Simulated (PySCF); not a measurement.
Estimate the missing entries of this data sheet.

Species: C4H5F3OS.
Z-matrix (Å and degrees, GFN2-xTB geometry), rows numbered from 1:
```
O 
C   1  1.1939
C   2  1.4974  1  127.27
C   3  1.5225  2  111.86  1    -3.37
S   4  1.8247  3  111.45  2  -178.02
C   2  1.5627  1  120.58  3  -180.00
F   6  1.3272  2  112.87  1    -2.80
F   6  1.3424  2  110.72  1   118.13
F   6  1.3436  2  110.82  1  -123.66
H   3  1.0951  2  108.77  1  -125.72
H   3  1.0959  2  108.06  1   118.95
H   4  1.0890  3  111.44  2    59.98
H   4  1.0893  3  110.54  2   -61.14
H   5  1.3323  4   96.30  3   -68.52
```

| property | level | value |
| --- | --- | --- |
| rotational constants A, B, C of the GFN2-xTB geometry | GFN2-xTB | 2.993, 0.593, 0.547 GHz |
| dipole moment | PBE0/def2-SVPD | 1.63 D |
| HOMO energy | PBE0/def2-SVPD | -7.29 eV |
| LUMO energy | PBE0/def2-SVPD | -1.94 eV |
| lowest singlet excitation | TDDFT PBE0/def2-SVPD | ? |
| strongest line among the 6 lowest singlet transitions | TDDFT PBE0/def2-SVPD | S4 at 6.31 eV (196 nm, f = 0.032) |
| lowest triplet excitation (Tamm–Dancoff) | TDA PBE0/def2-SVPD | 3.62 eV |
| static isotropic polarisability | PBE0/def2-SVPD | 74.5 au |
| electronic spatial extent ⟨r²⟩ about the centre of nuclear charge | PBE0/def2-SVPD | 1895 bohr² |
| 13C chemical shifts (computed TMS as zero) by class | GIAO PBE0/pcSseg-1 | 198.1 (C2), 125.6 (C6), 47.6 (C3), 24.6 (C4) ppm |
| 1H chemical shifts (computed TMS as zero) by class | GIAO PBE0/pcSseg-1 | ? |
| isotropic shieldings of nuclei other than C and H, by class | GIAO PBE0/pcSseg-1 | ? |

The electronic properties come from PySCF, for the isolated species, density fitting. One conformer (not necessarily the lowest) at the GFN2-xTB geometry, without solvent or vibrations. NMR classes are plain means over equivalent atoms (diastereotopic ones count apart unless rotation or inversion swaps them), as if these changed places fast; in this geometry the members of some classes differ.

Task: Give the 1H chemical shifts (computed TMS as zero) by class.

Result: 3.07 (H10/H11), 2.67 (H12/H13), 1.48 (H14) ppm.

Task: Give the isotropic shieldings of nuclei other than C and H, by class.

Result: -322 (O1), 266 (F7/F8/F9), 596 (S5) ppm.

Task: Give the lowest singlet excitation.

Result: 4.15 eV (299 nm, f = 0.001).

With B = h/(8π²I), that is 505.379 GHz u Å² over I, the principal moments of inertia are 168.8, 852.2 and 923.4 u Å² (most abundant isotopes). The 6 singlets span 4.15 to 7.11 eV, and their oscillator strengths add up to 0.05. The largest Löwdin shares of the HOMO are 0.73 on S5, 0.09 on C4, 0.06 on H14 and 0.04 on C3.

For the NMR shielding job (PBE0/pcSseg-1), the run took 37 s on an Intel Xeon Platinum 8259CL at 2.50 GHz with one thread, shared host with 96 logical CPUs at a one-minute load of 38, and the process peaked at 0.82 GiB of memory.
